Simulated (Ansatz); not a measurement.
Basis sets compared for AlH₂Br. The state is a singlet with charge 0. Geometry B3LYP-D4/def2-TZVP. Ansatz on 4 threads of Arm Neoverse V2 on a shared host; times are rough, and most runs start from earlier orbitals.

```csv
atom,x (Å),y (Å),z (Å)
Al1,0.007,0.149,0.138
H2,-0.422,-0.195,1.607
H3,0.485,1.563,-0.347
Br4,-0.070,-1.518,-1.398
```

Binding counts from free atoms (Al doublet, H doublet, Br doublet) in the same basis, without a counterpoise term.

```csv
level,functions,energy (Eh),HOMO (eV),LUMO (eV),binding per atom (eV),wall time
PBE-D4/def2-SVP,60,-2816.9105,-6.90,-2.46,2.48,0.35 s
PBE0-D4/def2-SVP,60,-2817.0290,-8.19,-1.73,2.48,0.4 s
```

Q: Estimate the rows for PBE-D4/def2-TZVP, PBE0-D4/def2-TZVP.

A: 
```
            level  functions  energy (Eh)  HOMO (eV)  LUMO (eV)  binding per atom (eV)  wall time
 PBE-D4/def2-TZVP         97   -2817.3110      -7.02      -2.51                   2.47     0.45 s
PBE0-D4/def2-TZVP         97   -2817.4274      -8.27      -1.76                   2.48     0.75 s
```
